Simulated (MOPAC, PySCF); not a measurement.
H9BSi3, SMILES `B[SiH]([SiH3])[SiH3]`, neutral singlet in the gas phase. 

Cartesian coordinates (Å):
```xyz
13

B     -0.4861     2.1067     0.1441
Si    -0.1454     0.2395     0.7368
Si    -1.5907    -1.1771    -0.4484
Si     1.9979    -0.3996     0.0339
H     -0.3708     2.3682    -1.0178
H     -0.8089     2.9835     0.8890
H     -0.2901    -0.0145     2.1994
H     -3.0178    -0.8773    -0.1530
H     -1.3201    -2.5951    -0.0870
H     -1.3578    -0.9993    -1.9068
H      2.0856    -0.2565    -1.4440
H      3.0539     0.4422     0.6581
H      2.2503    -1.8206     0.3957
```
Charge 0, multiplicity 1.

All levels are single points at this geometry (PBE0-D3(BJ)/def2-TZVP); Pople sets use spherical d functions. Orbital energies aren't observables, and empty levels follow the basis.

SVWN5/6-31G* in PySCF gives gap (eV) = 3.38.

Problem. Estimate the gap (eV) from each of these levels: TPSSh-D3(BJ)/def2-TZVP in PySCF; B3LYP/6-311+G** in PySCF; B3LYP/LANL2DZ in PySCF; BP86/6-31G* in PySCF; PM3 in MOPAC.

Solution. 
```tsv
level	gap (eV)
TPSSh-D3(BJ)/def2-TZVP in PySCF	4.59
B3LYP/6-311+G** in PySCF	5.15
B3LYP/LANL2DZ in PySCF	5.42
BP86/6-31G* in PySCF	3.62
PM3 in MOPAC	8.09
```
